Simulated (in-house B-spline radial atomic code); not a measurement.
How numerical settings move a run on K5+, [Ne] 3s2 3p2. Computed with an all-electron radial atomic-structure program (B-spline basis): Dirac-Hartree-Fock, average of configuration, Fermi nucleus of rms radius 3.4349 fm.

Command:
```bash
python run_scf.py task.json out
```
Settings of the sound reference run:
```
Z                19
electrons        14
configuration    [Ne] 3s2 3p2
hamiltonian      dirac
method           hf
spin_polarised   False
nucleus          fermi
rms_radius       3.4349
mass_number      39
atomic_mass      38.96371
speed_of_light   137.036
knot_spacing     0.22
spline_order     8
gauss_points     12
box_radius       10.53
max_iterations   70
damping          0.5
damped_steps     3
diis_vectors     10
tolerance        1e-08
start            Thomas-Fermi
```

Cost of the run: 1.2 s on 1 thread of Arm Neoverse N1, with other jobs on the host.

It converges in 9 iterations to -593.404348 hartree, with 3p3/2 at -97.6578 eV. The other runs change the listed settings, some to values that make no sense; their results aren't properties of the atom or ion. Radii are in bohr (the nuclear one in fm), a minus after a letter asks for a j subshell, and «unchanged» means within 1e-8 hartree. The run stops when the residual is below 10 × tolerance × max(1, Z/10), or a noise floor if that is larger, and the energy moves by less than 1e-8 × √|E| hartree; so very loose and very tight tolerances often act alike.

```tsv
changed settings	outcome
spline_order = 3, box_radius = 3.16, max_iterations = 50, tolerance = 0.001	converged in 7 iterations, energy +3.57e-02 hartree from the reference, 3p3/2 level +4.2e-01 eV (the program warns: 3p3/2 reaches the box edge; 3s1/2 reaches the box edge)
damping = 0	converged in 7 iterations, energy unchanged, 3p3/2 level -1.8e-06 eV
knot_spacing = 0.75, spline_order = 6, max_iterations = 100, damped_steps = 0, diis_vectors = 20	converged in 7 iterations, energy +2.17e-01 hartree from the reference, 3p3/2 level -5.2e-02 eV
knot_spacing = 1, spline_order = 6, max_iterations = 50, diis_vectors = 4	converged in 9 iterations, energy +2.53e+00 hartree from the reference, 3p3/2 level -1.4e-01 eV
electrons = 22, configuration = [Ne] 3s2 3p2 5s2 5p6, max_iterations = 75	converged in 13 iterations to -595.0861 hartree, a different physical problem (warning: 3p3/2 reaches the box edge)
spline_order = 7	converged in 9 iterations, energy +1.55e-08 hartree from the reference
tolerance = 1e-06	converged in 7 iterations, energy unchanged, 3p3/2 level -7.7e-05 eV
gauss_points = 4, first_knot = 0.000526, max_iterations = 60	converged in 9 iterations, energy -5.79e-04 hartree from the reference, 3p3/2 level +1.8e-05 eV
spline_order = 5	converged in 9 iterations, energy +5.09e-06 hartree from the reference, 3p3/2 level -7.4e-07 eV
damping = 0.2	converged in 8 iterations, energy unchanged, 3p3/2 level -9.8e-07 eV
spline_order = 4	converged in 9 iterations, energy +1.80e-04 hartree from the reference, 3p3/2 level +1.6e-05 eV
```

**Question.** What happens with electrons = 17, configuration = [Ne] 3s2 3p2 4s3, max_iterations = 100?

**Answer.** Stopped with error: shell 4s holds at most 2 electrons.

**Question.** What happens with spline_order = 3?

**Answer.** Converged in 8 iterations, energy +1.22e-02 hartree from the reference, 3p3/2 level +2.4e-03 eV.

**Question.** What happens with spline_order = 6?

**Answer.** Converged in 9 iterations, energy +2.37e-07 hartree from the reference.

**Question.** What happens with spline_order = 10?

**Answer.** Converged in 9 iterations, energy unchanged.
